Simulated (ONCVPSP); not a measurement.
## Debugging a pseudopotential input (germanium, ONCVPSP 4.0.1)

Command:

```bash
oncvpsp.x < Ge.dat > Ge.out
```

Input:

```
# ATOM AND REFERENCE CONFIGURATION
# atsym  z   nc   nv     iexc    psfile
  Ge 32.00    6    2  -001012      upf
#
#   n    l    f
    1    0    2.00
    2    0    2.00
    2    1    6.00
    3    0    2.00
    3    1    6.00
    3    2   10.00
    4    0    2.00
    4    1    2.00
#
# PSEUDOPOTENTIAL AND OPTIMIZATION
# lmax
    1
#
#   l,   rc,      ep,       ncon, nbas, qcut
    0    1.90    0.00    5    9    0.30
    1    2.40    0.00    4    8    3.50
#
# LOCAL POTENTIAL
# lloc, lpopt,  rc(5),   dvloc0
    4    5    1.70    0.00
#
# VANDERBILT-KLEINMAN-BYLANDER PROJECTORs
# l, nproj, debl
    0    2    2.80
    1    2    0.60
#
# MODEL CORE CHARGE
# icmod, fcfact, rcfact
    3    4.00    1.00
#
# LOG DERIVATIVE ANALYSIS
# epsh1, epsh2, depsh
   -2.00    5.00    0.02
#
# OUTPUT GRID
# rlmax, drl
    6.00    0.01
#
# TEST CONFIGURATIONS
# ncnf
    4
# nvcnf
#   n    l    f
    2
    4    0    2.00
    4    1    1.00
#
    2
    4    0    2.00
    4    1    0.00
#
    2
    4    0    1.00
    4    1    0.00
#
    2
    4    0    1.00
    4    1    3.00
#
```

This is an input that runs to its end, with one change: qcut of l = 0 set to 0.30.

Question: How does the run end?

Answer: The program runs through. Ghost flags: GHOST(+) s at 157.5 eV; the largest excitation error among the 4 tests with output is 81.4 meV, against 88.4 meV for the unchanged input.

```
      AE_ref= -2.09589946D+03  AE_tst= -2.09374760D+03  dif=  2.15D+00
      PS_ref= -3.84381688D+00  PS_tst= -1.69493911D+00  dif=  2.15D+00
      PSP excitation error=  2.99D-03

Test configuration 4

   n   l     f        eae           eps        diff
   1   0  2.0000 -402.14574111
   2   0  2.0000  -50.38963349
   2   1  6.0000  -44.09099751
   3   0  2.0000   -6.22939366
   3   1  6.0000   -4.30522106
   3   2 10.0000   -1.14948279
   4   0  1.0000   -0.47445492   -0.47439148    6.34D-05
   4   1  3.0000   -0.17355636   -0.17360693   -5.06D-05

    Total energies and differences
      AE_ref= -2.09589946D+03  AE_tst= -2.09560378D+03  dif=  2.96D-01
      PS_ref= -3.84381688D+00  PS_tst= -3.54816474D+00  dif=  2.96D-01
      PSP excitation error=  2.69D-05
```
